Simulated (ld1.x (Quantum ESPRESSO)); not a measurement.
W (Z = 74), ultrasoft: configuration errors across variants

```json
{
  "Element": "tungsten",
  "Generator": "ld1.x (Quantum ESPRESSO) 7.5",
  "Type": "ultrasoft",
  "Functional": "PBE",
  "Relativity": "fully relativistic",
  "Frozen core": "[Xe] 4f14",
  "Valence charge": "6",
  "Reference configuration": "5d4 6s0.5 6p0 (charge +1.5)",
  "Partial waves": "6s (bound): rcut 1.85, rcutus 2.50 bohr; 6s channel at -0.5 Ry: rcut 1.85, rcutus 2.50 bohr; 6p (bound, empty): rcut 2.30, rcutus 2.85 bohr; 6p channel at 0.55 Ry: rcut 2.30, rcutus 2.85 bohr; 5d (bound): rcut 2.15, rcutus 2.80 bohr; 5d channel at -0.6 Ry: rcut 2.15, rcutus 2.80 bohr",
  "Local potential": "all-electron potential smoothed inside 2.35 bohr (lloc = -1)",
  "Core correction": "none",
  "Augmentation charge": "built from norm-conserving waves at rcut, not smoothed further"
}
```

Open shells are filled in proportion to 2j + 1 (rel_dist='average').

All-electron excitation energies from the reference (eV): (1) 5d4 6s2 6p0 -15.842; (2) 5d4 6s1 6p0 -6.954; (3) 5d4 6s0 6p0 8.728; (4) 5d5 6s1 6p0 -14.309.

The overlap operator is not positive definite (basis up to 400 Ry) in “local potential all-electron potential smoothed inside 1.54 bohr (lloc = -1)”. Such files are unfit for use, however small their errors in these radial tests.

Tests that are not counted but printed errors over 1 eV. “base”: 5d3 6s2 6p1 (solver errors, printed error -132 eV). “wave 6p channel at 0.55 Ry: rcut 2.30, rcutus 2.85 bohr becomes 6p channel at -0.57 Ry: rcut 2.30, rcutus 2.85 bohr”: 5d3 6s2 6p1 (solver errors, printed error -144 eV).

3 further variants failed, have other tests or another functional or relativity, and are left out.

A true bound ghost makes a file unfit for plane-wave use even where its test errors are small: the radial tests pick states by their node count and pass the ghost by. Where a test does run into it, the solver fails or the error is huge.

Errors AE − PS in meV (a dash: test not solved or not reliable):

| change | (1) | (2) | (3) | (4) | bound ghosts |
| --- | --- | --- | --- | --- | --- |
| base | +154 | +25 | +20 | +25 | none |
| wave 6p channel at 0.55 Ry: rcut 2.30, rcutus 2.85 bohr becomes 6p channel at -0.57 Ry: rcut 2.30, rcutus 2.85 bohr | +154 | +25 | +20 | +25 | p3/2 |
| local potential all-electron potential smoothed inside 1.54 bohr (lloc = -1) | +152 | +25 | +21 | +43 | s, p1/2, p3/2, d5/2 (d3/2 not tested, overlap not positive) |
| waves 6p (bound): rcut 1.72, rcutus 1.82 bohr; 6p channel at 0.55 Ry: rcut 1.72, rcutus 1.82 bohr | +154 | +25 | +20 | – | p1/2, p3/2 |

Task: Give the same row for: core correction a·sin(br)/r model core inside 3.04 bohr.

Result: +124, +21, +20, +5.1; bound ghosts: none. Not counted: 5d3 6s2 6p1 (solver errors, printed error -196 eV).
